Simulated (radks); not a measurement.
Species: C2+. Configuration: [He] 2s2.

Method: non-relativistic Kohn-Sham, LDA (Slater exchange, Perdew-Wang correlation), spin-polarised, spherical densities, point nucleus; computed with a radial shooting solver on a logarithmic mesh with Libxc functionals.

Energy parts (eV):
total: -983.119
kinetic: 978.256
electron-nucleus: -2178.226
Hartree: 325.826
exchange-correlation: -108.974

Orbitals (lengths in bohr, moments of r in powers of bohr; <r^-3> diverges for s and p1/2):
orbital  occ.  eigenvalue (eV)   <r^2>  <r^-3>
1s          2        -305.8466  0.1003       -
2s          2         -40.1518   2.204       -

The highest occupied level is 2s at -40.152 eV. The density falls to 0.001 e/bohr^3 at r = 2.80 bohr. The electron density at the nucleus is 128.4 e/bohr^3.
